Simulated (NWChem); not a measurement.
C2H6ClFSi; SMILES CC[Si@@H](F)Cl

```xyz
11

C     -0.9627     1.9806     0.6514
C     -0.2801     1.5001    -0.6273
Si     0.5667    -0.1479    -0.4843
F      1.7055    -0.0685     0.6692
Cl    -0.7863    -1.5906     0.1011
H     -1.7324     1.2675     0.9837
H     -1.4509     2.9556     0.5028
H     -0.2390     2.0915     1.4731
H      0.4861     2.2223    -0.9631
H     -1.0038     1.4218    -1.4582
H      1.2254    -0.6034    -1.7335
```
Atoms are numbered in this order, from 1.

Program: NWChem. Geometry: optimised at PBE0/def2-SVP. Solvent water, SMD (1 M gas to 1 M solution), gas-phase geometry. Reactions with the solvent are ignored.

```tsv
level	basis functions	solvation free energy (kcal/mol)	cavity-dispersion-structure term (kcal/mol)	dipole in solution (D)	relative time
M06-2X/STO-3G	39	0.0	3.2	3.20	1
M06-2X/def2-SVP	108	0.1	3.2	2.85	4
M06-2X/def2-SVPD	162	-0.3	3.2	3.15	10
M06-2X/def2-TZVP	203	-0.2	3.2	2.99	10
```

Times are rough ratios from one shared machine.
